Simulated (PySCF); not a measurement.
Delta-SCF ions had no search for a lower state. Excitations are Tamm–Dancoff values on a coarser integration grid. The basis has no diffuse functions, so Rydberg states are missing or too high.

Species: C$_{3}$H$_{7}$B, SMILES `C[C@@H]1BC1` (charge 0, multiplicity 1).

### Question
What is the computed T1 excitation (TDA), LUMO, vertical ionisation energy (Delta-SCF), S1 oscillator strength and dipole moment (PBE-D3(BJ)/def2-TZVP (PySCF))?

### Answer

```json
{
  "T1 excitation (TDA)": "3.07 eV",
  "LUMO": "-2.33 eV",
  "vertical ionisation energy (Delta-SCF)": "9.22 eV",
  "S1 oscillator strength": "0.001",
  "dipole_moment": "0.39 D"
}
```
